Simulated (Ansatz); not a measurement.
`O/C=C/[SiH2]Cl` → `O/C=C\Cl` + `[SiH2]`  (silylene formation by 1,1-elimination)

Program: Ansatz. Geometries: PBE0-D4/def2-TZVP. ΔE: electronic, gas phase. CCSD(T)/CBS is the MP2 limit (def2-TZVPP, def2-QZVPP) plus CCSD(T) − MP2 in def2-TZVPP, frozen cores. This one scheme is used for every species. Double bonds are as drawn, so ΔE can hold a change between cis and trans. DFT in def2-TZVPP. One conformer a species, not always the lowest.

Question: Is it downhill or uphill in electronic energy at CCSD(T)/CBS, and by how much? (Best estimate.)

Answer: Ansatz gave: Uphill: ΔE = +94.8 kcal/mol.

Question: What do these levels give: r2SCAN-D4, PBE0-D4, ωB97M-V, PBE, r2SCAN, PBE0, HF/def2-TZVPP, HF/def2-QZVPP, MP2/def2-QZVPP, HF/CBS(def2), MP2/CBS(def2), CCSD/CBS(def2)? (Estimate.)

Answer: Computed: r2SCAN-D4 99.2, PBE0-D4 96.3, ωB97M-V 93.8, PBE 91.1, r2SCAN 98.7, PBE0 94.8, HF/def2-TZVPP 93.1, HF/def2-QZVPP 93.4, MP2/def2-QZVPP 100.2, HF/CBS(def2) 93.5, MP2/CBS(def2) 101.0, CCSD/CBS(def2) 94.4 kcal/mol.

Largest T1 diagnostic among the species: 0.014.

The D4 term adds +2.7 kcal/mol with B3LYP and +1.5 kcal/mol with PBE0; it sums over pairs of atoms, weighted by their polarisabilities, and B3LYP, whose exchange is more repulsive, gets the larger term. From PBE to PBE0 (25 % exact exchange), in def2-TZVPP and without D4, ΔE moves by +3.7 kcal/mol.

B3LYP here is the variant with VWN-RPA as its local correlation; programs differ in this.
